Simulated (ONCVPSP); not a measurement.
**cadmium (Cd): variants of one ONCV potential**

Base potential:

| Quantity | Value |
| --- | --- |
| Element | Cd |
| Generator | ONCVPSP 4.0.1 |
| Type | optimised norm-conserving Vanderbilt (ONCV) |
| Functional | PBE |
| Relativity | scalar-relativistic |
| Frozen core | [Kr] 4d10 |
| Valence charge | 2 |
| Reference configuration | 5s1.5 5p0.5 |
| Partial waves | 5s: rc 2.25 bohr, ncon 4, nbas 8, qcut 2.7 1/bohr, local; 5p: rc 2.25 bohr, ncon 4, nbas 7, qcut 4.1 1/bohr, 1 projector |
| Local potential | the s channel |
| Core correction | Teter function, fcfact 4.25, rcfact 1.55 |

Cutoffs, loose and tight: the cutoffs (Ha) at which the residual kinetic energy of the hardest occupied pseudo-wave falls to 1 and 0.1 mHa per electron. They do not see the model core or the augmentation charge, which bear on the density cutoff. Test errors are all-electron minus pseudo excitation energies from the reference, over the configurations 5s2 5p0; 5s1 5p0; 5s1.5 5p0; 5s0 5p2. A dash means not determined; rows that change the core or the reference have their own tests.

| change | outcome | cutoff, loose | cutoff, tight | bound ghosts | GHOST(+) flags above zero | largest test error (meV) |
| --- | --- | --- | --- | --- | --- | --- |
| base | generated | 7.3 Ha | 29 Ha | none | none | -100 |
| all radii but the core radius scaled by about 0.80 (s 1.80, p 1.80 bohr) | failed: optimize: ERROR ps0norm > uunorm, code will stop | – | – | – | – | – |
| all radii but the core radius scaled by about 0.92 (s 2.06, p 2.06 bohr) | generated | 7.4 Ha | 30 Ha | none | none | -100 |
| all radii but the core radius scaled by about 1.09 (s 2.46, p 2.46 bohr) | generated | 5.0 Ha | 25 Ha | none | none | -100 |
| all radii but the core radius scaled by about 1.14 (s 2.56, p 2.56 bohr) | generated | 4.3 Ha | 22 Ha | none | none | -100 |
| all radii but the core radius scaled by about 1.32 (s 2.96, p 2.96 bohr) | generated | 3.6 Ha | 10 Ha | none | none | -99 |

Q: What comes out with this change to the base: all radii but the core radius scaled by about 0.85 (s 1.92, p 1.92 bohr)?

A: outcome: generated; cutoff, loose: 20 Ha; cutoff, tight: 38 Ha; bound ghosts: none; GHOST(+) flags above zero: p; largest test error (meV): -100.

Q: What comes out with this change to the base: all radii but the core radius scaled by about 1.25 (s 2.82, p 2.82 bohr)?

A: outcome: generated; cutoff, loose: 3.8 Ha; cutoff, tight: 15 Ha; bound ghosts: none; GHOST(+) flags above zero: none; largest test error (meV): -99.

Reading the sweep of the scale of all radii but the core radius (base = 1) (base included, trends over the rows without a ghost): The loose cutoff falls from 20 Ha at 0.85 to 3.6 Ha at 1.32. A larger radius leaves more room for a smooth pseudo-wave, so fewer plane waves are needed; a smaller one forces it to follow the all-electron wave where it bends sharply. The median size of the test errors (rows with all tests solved) rises from 30.1 meV at 0.85 to 53.9 meV at 1.32. More of the atom is replaced by a form fitted at one configuration, so other configurations suffer as the radius grows. The generation fails at 0.8.
